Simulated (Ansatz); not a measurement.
Reactions of C3H7FOSi (`C=C[Si](C)(O)F`).

Computed with Ansatz on PBE0-D4/def2-TZVP structures; ΔE is electronic, products minus reactants. CCSD(T)/CBS adds triple-zeta CCSD(T) − MP2 to the extrapolated MP2 energy (def2 sets, frozen cores). This one scheme is used for every species. Double bonds are as drawn, so ΔE can hold a change between cis and trans. Elements past krypton have def2 core potentials. For In outer-core shells are correlated without core-valence functions, which leaves a few kJ/mol of doubt a bond. Each species was taken in one conformer, which may not be the lowest.

Task: Order these by ΔE at CCSD(T)/CBS, lowest first. (Best estimate.)
A. `C=C[Si](C)(O)F` + H₂O → `C[Si](O)(O)F` + `C=C`
B. `C=C[Si](C)(O)F` + `CO/C=C/O` → `CO[Si](C)(O)F` + `C=C/C=C\O`
C. `C=C[Si](C)(O)F` + H–F → `C=CF` + `C[SiH](O)F`
D. `C=C[Si](C)(O)F` + `[OH][InH2]` → `C=C[O][InH2]` + `C[SiH](O)F`

Result: B (-1.88 eV), A (-1.14 eV), D (+0.64 eV), C (+0.91 eV).

Largest T1 diagnostic: 0.017, for `[OH][InH2]`.
